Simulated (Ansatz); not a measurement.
Conformers of C₃H₈OSi, SMILES `C=CO[SiH2]C`, each relaxed with PBE0-D4/def2-TZVP in Ansatz. CBS adds the triple-zeta coupled-cluster correction to the MP2 limit.

Not all of them had a frequency check.

Conformer A:

```xyz
13

C     1.641    0.288    1.169
C     0.443    0.654    1.609
O    -0.668    0.854    0.872
Si   -0.851    0.591   -0.761
C    -0.793   -1.220   -1.175
H     2.451    0.172    1.875
H     1.855    0.112    0.121
H     0.261    0.837    2.664
H     0.201    1.333   -1.509
H    -2.182    1.169   -1.066
H    -1.574   -1.764   -0.638
H    -0.954   -1.363   -2.247
H     0.171   -1.662   -0.914
```

Conformer B:

Cartesian coordinates in Å:
```
C -0.760 2.143 -0.967
C -1.433 1.077 -0.551
O -0.912 -0.055 -0.033
Si 0.703 -0.376 0.206
C 0.784 -2.077 0.939
H -1.302 2.990 -1.364
H 0.321 2.208 -0.927
H -2.517 1.034 -0.600
H 1.420 -0.302 -1.096
H 1.282 0.646 1.119
H 0.243 -2.117 1.886
H 1.823 -2.360 1.126
H 0.346 -2.812 0.261
```

(1) Which is lowest in electronic energy at CCSD(T)/CBS (frozen core, def2 sets), and by how much? (An estimate is asked.)

(2) Give the energies relative to B (kJ/mol) with PBE-D4/def2-TZVPP, PBE0-D4/def2-TZVPP, PBE/def2-TZVPP, B3LYP/def2-TZVPP, HF/def2-TZVPP, HF/CBS(def2), MP2/CBS(def2). (Best estimate.)

Answers

(1) Ansatz gave: B; A lies 1.8 kJ/mol higher. Gaps under about 2 kJ/mol don't settle the order.

(2) The calculation gave: 
```csv
level,A
PBE-D4/def2-TZVPP,1.6
PBE0-D4/def2-TZVPP,1.7
PBE/def2-TZVPP,2.7
B3LYP/def2-TZVPP,3.0
HF/def2-TZVPP,3.1
HF/CBS(def2),3.2
MP2/CBS(def2),1.6
```

B3LYP here is the variant with VWN-RPA as its local correlation; programs differ in this.
